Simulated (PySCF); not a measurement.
# C(2+): excitation energy

C(2+) [He] 2s2 (1S) → C(2+) [He] 2s1 3d1 (3D), as a difference of total energies. All numbers are calculated (PySCF 2.14, scalar relativity by spin-free X2C-1e, in aug-cc-pVQZ-DK (6s5p4d3f2g, 80 functions)). Correlated levels: valence: 1s2 frozen. The calculations carry no spin-orbit coupling.

```csv
method,excitation energy (eV)
UHF,31.708
MP2 (valence),32.808
SCS-MP2 (valence),33.152
CCSD (valence),33.443
```

How much does correlation contribute at MP2 (valence)?

32.808 − (31.708) = 1.100 eV, measured against UHF.

The promoted electron is Rydberg-like, and one or two diffuse shells describe it only roughly, which tends to raise the upper state.

With two correlated electrons CCSD is exact in that space.
